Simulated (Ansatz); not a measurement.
Basis sets compared for Ga9As9H24, a nanocrystal cut from wurtzite GaAs (hydrogen-capped). The state is a singlet with charge 0. Geometry PBE-D4/def2-SVP. Ansatz on 11 threads of AMD EPYC 7R13 on a shared host and a whole NVIDIA H100 80GB HBM3; times are rough, and most runs start from earlier orbitals.

Cartesian coordinates in Å:
```
Ga -1.497 1.935 4.365
As -2.685 -0.250 3.772
As -0.092 1.971 2.298
Ga 1.568 0.144 2.225
Ga -2.264 -1.562 1.692
As 0.192 -1.878 1.679
As 2.989 0.432 0.225
Ga 4.848 -1.235 0.100
Ga 0.817 -3.101 -0.382
As 3.305 -3.240 -0.265
Ga -1.414 2.319 0.240
As -2.522 0.101 -0.126
As 0.129 2.518 -1.679
Ga 1.798 0.713 -1.921
Ga -2.045 -1.015 -2.284
As 0.400 -1.360 -2.092
Ga -1.040 3.058 -3.822
As -2.263 0.818 -3.963
H -0.615 1.594 5.627
H -2.617 3.043 4.290
H -2.563 -1.256 4.913
H -4.199 -0.078 3.844
H 0.765 3.233 2.393
H 2.367 -0.067 3.569
H -3.131 -2.871 1.558
H 0.449 -2.878 2.804
H 3.655 1.789 0.448
H 5.483 -1.460 1.526
H 5.642 -1.076 -1.253
H 0.095 -4.482 -0.611
H 3.601 -4.340 0.750
H 3.723 -4.023 -1.506
H -2.485 3.473 0.339
H -4.022 0.382 -0.170
H 0.972 3.745 -1.338
H 2.741 0.860 -3.178
H -2.901 -2.298 -2.603
H 0.792 -2.024 -3.410
H -2.171 4.130 -3.579
H -0.020 3.045 -5.024
H -3.764 1.034 -4.131
H -2.023 0.157 -5.318
```

Single mean-field runs in def2-SVP, def2-TZVP are fitted with def2-universal-jkfit.

Binding counts from free atoms (Ga doublet, As quartet, H doublet) in the same basis, without a counterpoise term.

| level | functions | energy (Eh) | HOMO (eV) | LUMO (eV) | binding per atom (eV) | wall time |
| --- | --- | --- | --- | --- | --- | --- |
| PBE-D4/def2-SVP | 696 | -37451.1746 | -5.88 | -2.12 | 2.62 | 7 s |
| PBE0-D4/def2-SVP | 696 | -37452.1683 | -6.86 | -1.43 | 2.61 | 6 s |

Question: Estimate the rows for PBE-D4/def2-TZVP (with forces), PBE0-D4/def2-TZVP.

Answer: 
```
                         level  functions  energy (Eh)  HOMO (eV)  LUMO (eV)  binding per atom (eV)  wall time
PBE-D4/def2-TZVP (with forces)       1008  -37455.8932      -5.92      -2.21                   2.61        8 s
             PBE0-D4/def2-TZVP       1008  -37456.8698      -6.86      -1.51                   2.61       12 s
```
